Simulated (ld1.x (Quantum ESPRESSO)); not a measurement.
**Configuration tests for In (TM semilocal)**

ld1.x (Quantum ESPRESSO) 7.5 input, shortened:

```
&input
   title='In', zed=49., rel=1, dft='PZ', iswitch=3,
   config='[Kr] 4d10 5s2 5p1 5d-2'
 /
 &inputp
   pseudotype=1, tm=.true., lloc=2,
   nlcc=.false.
 /
3
5S  1  0   2.00   0.00  1.85  1.85  0.0
5P  2  1   1.00   0.00  2.50  2.50  0.0
5D  3  2  -2.00  -0.15  2.20  2.20  0.0
 &test
   configts(1)='5s2 5p1'
 /
```

Energies are relative to the spin-unpolarised reference configuration 5s2 5p1; without spin polarisation the order of configurations can differ from experiment. Spin-polarised rows fill each open shell by Hund’s rule, majority spin first. The frozen-core shift is the all-electron ΔE with the core orbitals held at their reference shape minus the fully relaxed ΔE.

| valence configuration | charge | ΔE all-electron (eV) | error AE − PS (meV) | frozen-core shift (meV) |
| --- | --- | --- | --- | --- |
| 5s2 5p0 | +1 | 5.595 | +15 | +17 |
| 5s1 5p0 | +2 | 25.255 | +158 | +242 |
| 5s2 5p0.5 | +0.5 | 2.046 | +2.3 | +2.8 |
| 5s1 5p1 | +1 | 12.290 | +32 | +68 |
| 5s0 5p3 | 0 | 12.162 | +89 | +77 |
| 5s1 5p2 | 0 | 5.938 | +17 | +20 |
| 5s2 5p1.3 | -0.3 | -0.582 | +0.7 | +0.1 |
| 5s2 5p1 (spin-polarised) | 0 | -0.117 | +18 | +1.3 |

Problem. What are ΔE and the potential's error for 5s1 5p0 (spin-polarised)?

Solution. ΔE = 25.031 eV all-electron; the error (AE − PS) is +465 meV.

Note: ghost state, extra bound levels that the all-electron valence spectrum of the same l lacks: d at -1.44 eV; the semilocal form is local in each channel, so this says nothing of the separable form that plane-wave codes build from it. A true bound ghost makes a file unfit for plane-wave use.
